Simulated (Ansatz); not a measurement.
Ideal-gas functions of CF₃NSn, SMILES `N#[C][Sn]([F])([F])[F]` at 400 K and 1 bar, from an Ansatz frequency run at PBE0-D4/def2-TZVP.

Molar mass 201.72 g/mol, point group C3v (symmetry number 3), electronic degeneracy 1, moments of inertia 174.629, 305.394, 305.413 u Å². Harmonic wavenumbers (cm⁻¹, unscaled): 96, 96, 166, 166, 188, 276, 276, 455, 669, 684, 684, 2340.

Use S(trans) = R[1.5 ln M + 2.5 ln T − 1.1517]; rotational temperatures θ = 24.2544 K / I; S(rot) = R[ln(√π/σ · √(T³/θAθBθC)) + 1.5]; for each mode x = 1.438777 ν̃/T, S = R[x/(eˣ − 1) − ln(1 − e⁻ˣ)] and H = RT x/(eˣ − 1); 1 cm⁻¹ = 0.0119627 kJ/mol; R = 8.31446 J/(mol·K).

By hand: the entropy, in J/(mol·K).

Translation 181.1. Rotation: θ = 0.1389, 0.0794, 0.0794 K, giving 112.1. Vibration, mode by mode: 17.20, 17.20, 12.72, 12.72, 11.72, 8.71, 8.71, 5.09, 2.77, 2.65, 2.65, 0.02, in all 102.2. Electronic 0.0. Sum 395.4 J/(mol·K).

By hand: H − E and G − E in kJ/mol, counted from the electronic energy.

Zero-point energy ½ × 6096 × 0.0119627 = 36.5; thermal vibration 20.3; translation, rotation and pV give 4 RT = 13.3. H − E = 70.1 kJ/mol, and G − E = 70.1 − 400 × 395.4/1000 = -88.1 kJ/mol.

Vibration gives 26 % of the entropy, 34.4 J/(mol·K) of it from the modes under 150 cm⁻¹: soft modes count most, and the harmonic formula is weakest for them.
